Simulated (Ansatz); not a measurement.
Geometry optimisation, Ansatz, RHF/6-31G*.

The input (input.yaml):

```yaml
crystal:
  periodic: [false, false, false]
  atoms:
    - { symbol: B, position_ang: [0.0, 0.0, 0.0] }
    - { symbol: C, position_ang: [0.0, 0.0, 1.95] }
    - { symbol: H, position_ang: [-0.9996, -0.3092, 2.3205] }
    - { symbol: H, position_ang: [0.7676, -0.7111, 2.3205] }
    - { symbol: H, position_ang: [0.232, 1.0203, 2.3205] }
    - { symbol: C, position_ang: [1.3856, 0.0, -0.8] }
    - { symbol: H, position_ang: [1.7152, -1.0462, -0.9702] }
    - { symbol: H, position_ang: [1.2491, 0.508, -1.7774] }
    - { symbol: H, position_ang: [2.1552, 0.5381, -0.2082] }
    - { symbol: C, position_ang: [-1.3856, 0.0, -0.8] }
    - { symbol: H, position_ang: [-1.9458, -0.9305, -0.5708] }
    - { symbol: H, position_ang: [-1.9898, 0.8797, -0.4946] }
    - { symbol: H, position_ang: [-1.1839, 0.0508, -1.8903] }
    - { symbol: O, position_ang: [-0.219, -1.6079, 0.5392] }
    - { symbol: C, position_ang: [-0.7634, -2.6617, -0.2415] }
    - { symbol: H, position_ang: [-0.1565, -3.5801, -0.099] }
    - { symbol: H, position_ang: [-1.8088, -2.8567, 0.0767] }
    - { symbol: H, position_ang: [-0.7512, -2.3734, -1.3133] }
    - { symbol: H, position_ang: [-0.1495, -1.0979, 1.5797] }
basis:
  gaussian: { orbitals: "6-31G*" }
hamiltonian:
  xc: hf
relax:
  f_tol: 0.15
  max_steps: 25
  restrain:
    - { distance: [0, 13], at: 1.41, k: 30.0 }
    - { distance: [18, 1], at: 1.11, k: 30.0 }
    - { distance: [0, 1], at: 2.8, k: 30.0 }
    - { distance: [18, 13], at: 2.21, k: 30.0 }
output:
  orbitals: {}
```

Launched with:

```bash
$ ansatz run input.yaml --threads 2 --pin off --max-ram 3072MiB --backend cpu --events-out ev --progress --plain --runs-dir out
```

Question: Where does it end, and by what steps?

Answer: The run converged. The restraints hold the end off the free minimum; the threshold counts their pulls, which the force column leaves out. Restrained pairs: B1–O14 (1.71 → 1.38 Å), C2–H19 (1.17 → 1.09 Å), B1–C2 (1.95 → 2.83 Å), O14–H19 (1.16 → 2.22 Å). After 12 steps the energy has fallen by 6.683 eV (the restraints' own energy left out); O14 moved furthest, 1.13 Å.

| step | energy less start (eV) | largest force component (eV/Å) | accepted |
| --- | --- | --- | --- |
| 0 | 0.0000 | 6.459 | yes |
| 1 | 0.2614 | 3.921 | yes |
| 2 | 0.3044 | 4.942 | yes |
| 3 | -1.5247 | 5.575 | yes |
| 4 | -3.6906 | 3.555 | yes |
| 5 | -5.2322 | 3.044 | yes |
| 6 | -6.0914 | 1.505 | yes |
| 7 | -6.4228 | 1.158 | yes |
| 8 | -6.5515 | 1.259 | yes |
| 9 | -6.5965 | 1.080 | yes |
| 10 | -6.6480 | 0.988 | yes |
| 11 | -6.6629 | 0.953 | yes |
| 12 | -6.6831 | 0.913 | yes |

```xyz
19
Properties=species:S:1:pos:R:3
B 0.097 -0.638 -0.587
C -0.047 -0.266 2.210
H -0.944 -0.543 2.756
H 0.734 -0.018 2.921
H -0.261 0.611 1.614
C 1.467 0.150 -0.728
H 2.326 -0.495 -0.560
H 1.548 0.564 -1.735
H 1.535 0.998 -0.049
C -1.313 0.063 -0.831
H -2.119 -0.329 -0.215
H -1.276 1.139 -0.689
H -1.602 -0.105 -1.869
O 0.203 -2.008 -0.433
C -0.904 -2.866 -0.377
H -0.538 -3.876 -0.246
H -1.553 -2.622 0.455
H -1.485 -2.827 -1.293
H 0.283 -1.109 1.598
```

Run time: 88 s on 2 threads of Intel(R) Xeon(R) Processor @ 2.50GHz (Skylake/Cascade Lake) (shared host), peak memory 0.28 GiB.
